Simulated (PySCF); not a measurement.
Energy of Nd (neodymium, neutral) between two integer charges

The 6s beta orbital of [Xe] 4f4 6s2 is emptied in steps (occupation f), with all orbitals relaxed, ending at [Xe] 4f4 6s1. All numbers are calculated (PySCF 2.14, scalar relativity through the core potential, in def2-TZVP with the def2 core potential (28 electrons)). The exact energy is a straight line in f; departures are measured from the line between the end points of the same method.

| f | UHF (eV) | LDA (eV) | PBE (eV) |
| --- | --- | --- | --- |
| 1 | 0.000 | 0.000 | 0.000 |
| 0.8 | 0.025 | -0.353 | -0.342 |
| 0.6 | 0.035 | -0.531 | -0.516 |
| 0.4 | 0.032 | -0.532 | -0.519 |
| 0.2 | 0.020 | -0.356 | -0.346 |
| 0 | 0.000 | 0.000 | 0.000 |

```
method  E(f=0) − E(f=1) (eV)  −ε at f=1 (eV)  −ε at f=0.4 (eV)
   UHF                 4.532           4.699             4.494
   LDA                 5.719           3.527             6.158
   PBE                 5.507           3.387             5.929
```

Orbital energy along the path (eV):

```csv
f,UHF,LDA,PBE
1,-4.699,-3.527,-3.387
0.8,-4.616,-4.389,-4.213
0.6,-4.549,-5.269,-5.060
0.4,-4.494,-6.158,-5.929
0.2,-4.449,-7.049,-6.827
0,-4.412,-7.938,-7.450
```

Reference removal energy between the ground levels: 5.525 eV (measured; NIST Atomic Spectra Database, ionization energies). The calculation has no spin-orbit coupling. UHF lacks correlation.
